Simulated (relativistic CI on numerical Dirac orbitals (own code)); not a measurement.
## Sensitivity of the levels of Gd XXVIII to α and to the nuclear radius

These numbers are calculated, not measured: Dirac-Coulomb-Breit CI, separate exchange-only KLI orbitals for each configuration, derivatives by finite differences, unscaled Slater integrals, QED left out (own radial code, finite nucleus).

Configuration list (outside the closed core [Ar] 3d10): 4s²4p⁶4d, 4s²4p⁵4d², 4s²4p⁶4f, 4s4p⁶4d², 4s²4p⁵4d4f, 4s4p⁶4d4f. Double excitations out of closed p, d and f shells are left out; levels of such configurations are missing from the list, as are those of other unlisted configurations, and high levels can miss mixing partners.

With x = (α/α₀)² − 1 an excitation energy changes as ω = ω₀ + qx; K = 2q/ω₀ is the relative enhancement. Terms are leading LS components, so labels can repeat. The field-shift factor is F = δν/δ⟨r²⟩ for the transition from the lowest level.

Lowest level 4s²4p⁶4d ²D3/2.

```
            Level  ω₀ (cm⁻¹)  q (cm⁻¹)       K  F (GHz/fm²)
   4s²4p⁶4d ²D5/2      66852     67170    2.01         1.11
 4s²4p⁵4d² ⁴D°1/2     931684     40180  0.0862         4.53
 4s²4p⁵4d² ⁴D°3/2     935868     34590  0.0739         4.44
 4s²4p⁵4d² ⁴F°5/2     956647     37470  0.0783         4.44
 4s²4p⁵4d² ⁴G°7/2     971083     33300  0.0686         3.89
 4s²4p⁵4d² ⁴D°5/2     990498     88800   0.179         5.15
 4s²4p⁵4d² ⁴D°7/2    1007213     99880   0.198         5.07
 4s²4p⁵4d² ⁴G°9/2    1008713     94250   0.187         4.73
 4s²4p⁵4d² ⁴P°3/2    1009891     49570  0.0982         4.21
 4s²4p⁵4d² ²D°3/2    1024163     94800   0.185         5.34
 4s²4p⁵4d² ⁴P°5/2    1025992     98190   0.191         5.38
4s²4p⁵4d² ⁴G°11/2    1029463    107500   0.209         4.92
 4s²4p⁵4d² ²G°7/2    1043738     93030   0.178         5.45
```

At this charge energies of transitions that change n are usually good to better than 1 %, and those within a shell (Δn = 0) to a few per cent.
